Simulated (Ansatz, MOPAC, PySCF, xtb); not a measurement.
SiH4 (SMILES [SiH4]) and HBr (SMILES Br) are pulled apart as rigid monomers along the line of their centres of mass, from the B3LYP-D3(BJ)/def2-TZVP minimum. Starting geometry (charge 0, multiplicity 1):
```csv
atom,x (Å),y (Å),z (Å)
Si,0.2156,-0.2373,0.0107
H,0.8036,-1.5437,0.3764
H,-0.9932,-0.0054,0.8414
H,-0.1808,-0.2386,-1.4145
H,1.1877,0.8467,0.2677
Br,-0.0522,-0.0383,4.1843
H,-0.7137,0.0211,2.9209
```

Interaction energies with rigid monomers; basis-set methods are counterpoise corrected unless marked otherwise.

Rows in 6-31G* carry no dispersion term and start afresh at each structure (6-31G* with six Cartesian d functions); the Pople sets are all-electron and without relativity. The state that PM7 reach isn't checked; PM7 holds dispersion and hydrogen-bond terms.

Codes used: Ansatz (Gaussian orbitals); MOPAC for PM7 (differences of heats of formation); PySCF for 6-31G* rows; xtb for the GFN methods. 

```json
[
 {"H3···H7 (Å)": "1.89", "PM7 (kcal/mol)": "1.05", "GFN1-xTB (kcal/mol)": "-1.02", "B3LYP/6-31G* (kcal/mol)": "0.96", "B3LYP/def2-TZVPPD (kcal/mol)": "?", "wB97X-V/def2-TZVPPD (kcal/mol)": "-0.42"},
 {"H3···H7 (Å)": "2.10", "PM7 (kcal/mol)": "0.37", "GFN1-xTB (kcal/mol)": "-1.22", "B3LYP/6-31G* (kcal/mol)": "0.27", "B3LYP/def2-TZVPPD (kcal/mol)": "0.19", "wB97X-V/def2-TZVPPD (kcal/mol)": "-0.81"},
 {"H3···H7 (Å)": "2.41", "PM7 (kcal/mol)": "-0.12", "GFN1-xTB (kcal/mol)": "?", "B3LYP/6-31G* (kcal/mol)": "-0.04", "B3LYP/def2-TZVPPD (kcal/mol)": "-0.02", "wB97X-V/def2-TZVPPD (kcal/mol)": "-0.82"},
 {"H3···H7 (Å)": "2.93", "PM7 (kcal/mol)": "-0.31", "GFN1-xTB (kcal/mol)": "-0.58", "B3LYP/6-31G* (kcal/mol)": "-0.03", "B3LYP/def2-TZVPPD (kcal/mol)": "-0.01", "wB97X-V/def2-TZVPPD (kcal/mol)": "-0.50"},
 {"H3···H7 (Å)": "3.76", "PM7 (kcal/mol)": "-0.15", "GFN1-xTB (kcal/mol)": "-0.22", "B3LYP/6-31G* (kcal/mol)": "0.01", "B3LYP/def2-TZVPPD (kcal/mol)": "0.02", "wB97X-V/def2-TZVPPD (kcal/mol)": "-0.17"}
]
```

Task: What belongs in the gaps?

Result: 
- 2.41, GFN1-xTB (kcal/mol): -1.04
- 1.89, B3LYP/def2-TZVPPD (kcal/mol): 0.68

Ansatz is a first-principles code.
